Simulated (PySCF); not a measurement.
Isomers of C6H10FN.

All values: PBE0/def2-SVPD (PySCF) at GFN2-xTB geometries, gas phase, one conformer each. Core orbitals are frozen in the response; Δα² is half the sum of the squared differences of the principal polarisabilities.

Question: Rank by HOMO–LUMO gap, highest first.
A. `[CH3:1]/[N:2]=[CH:3]\[C@H:4]([CH3:5])/[CH:6]=[CH:7]\[F:8]` with N2–C3–C4–C5 -140°, C3–C4–C6–C7 -108°
B. `[CH3:1][CH2:2][C@@H:3]([CH3:4])[C@@H:5]([F:6])[C:7]#[N:8]` with C1–C2–C3–C4 176°, C2–C3–C5–F6 177°
C. `[H]/[N:1]=[C:2]1\[CH2:3][CH2:4][CH2:5][CH2:6][C@@H:7]1[F:8]` with N1–C2–C3–C4 118°, C2–C3–C4–C5 57°, C3–C4–C5–C6 -58°, C4–C5–C6–C7 57°
D. `[CH2:1]=[C:2]([CH3:3])/[C:4]([F:5])=[CH:6]\[CH2:7][NH2:8]` with C1–C2–C4–F5 -3°, C4–C6–C7–N8 110°, C6–C7–N8–H -60° and 58°
E. `[CH3:1][CH2:2][C:3]1=[N:4][CH2:5][C@H:6]([F:7])[CH2:8]1` with C1–C2–C3–N4 -10°

Answer: B (9.09 eV), E (7.53 eV), C (7.11 eV), A (6.16 eV), D (5.60 eV).

Question: Rank by polarisability anisotropy Δα, highest first.
A. `[CH3:1][CH2:2][C:3]1=[N:4][CH2:5][C@H:6]([F:7])[CH2:8]1` with C1–C2–C3–N4 -10°
B. `[CH2:1]=[C:2]([CH3:3])/[C:4]([F:5])=[CH:6]\[CH2:7][NH2:8]` with C1–C2–C4–F5 -3°, C4–C6–C7–N8 110°, C6–C7–N8–H -60° and 58°
C. `[CH3:1][CH2:2][C@@H:3]([CH3:4])[C@@H:5]([F:6])[C:7]#[N:8]` with C1–C2–C3–C4 176°, C2–C3–C5–F6 177°
D. `[H]/[N:1]=[C:2]1\[CH2:3][CH2:4][CH2:5][CH2:6][C@@H:7]1[F:8]` with N1–C2–C3–C4 118°, C2–C3–C4–C5 57°, C3–C4–C5–C6 -58°, C4–C5–C6–C7 57°

Answer: B (8.94 Å³), A (3.58 Å³), D (2.82 Å³), C (1.39 Å³).

All values together:

| SMILES | μ (D) | HOMO (eV) | LUMO (eV) | α (Å³) | Δα (Å³) |
| --- | --- | --- | --- | --- | --- |
| CC[C@@H](C)[C@@H](F)C#N | 3.75 | -9.39 | -0.29 | 11.12 | 1.39 |
| [H]/N=C1\CCCC[C@@H]1F | 2.71 | -7.41 | -0.29 | 11.23 | 2.82 |
| C=C(C)/C(F)=C\CN | 0.88 | -6.63 | -1.02 | 13.18 | 8.94 |
| C/N=C\[C@H](C)/C=C\F | 2.12 | -6.66 | -0.50 | 12.05 | 3.41 |
| CCC1=NC[C@H](F)C1 | 2.15 | -7.40 | 0.13 | 11.30 | 3.58 |

Conformers: `[CH3:1][CH2:2][C@@H:3]([CH3:4])[C@@H:5]([F:6])[C:7]#[N:8]` with C1–C2–C3–C4 176°, C2–C3–C5–F6 177°; `[H]/[N:1]=[C:2]1\[CH2:3][CH2:4][CH2:5][CH2:6][C@@H:7]1[F:8]` with N1–C2–C3–C4 118°, C2–C3–C4–C5 57°, C3–C4–C5–C6 -58°, C4–C5–C6–C7 57°; `[CH2:1]=[C:2]([CH3:3])/[C:4]([F:5])=[CH:6]\[CH2:7][NH2:8]` with C1–C2–C4–F5 -3°, C4–C6–C7–N8 110°, C6–C7–N8–H -60° and 58°; `[CH3:1]/[N:2]=[CH:3]\[C@H:4]([CH3:5])/[CH:6]=[CH:7]\[F:8]` with N2–C3–C4–C5 -140°, C3–C4–C6–C7 -108°; `[CH3:1][CH2:2][C:3]1=[N:4][CH2:5][C@H:6]([F:7])[CH2:8]1` with C1–C2–C3–N4 -10°.
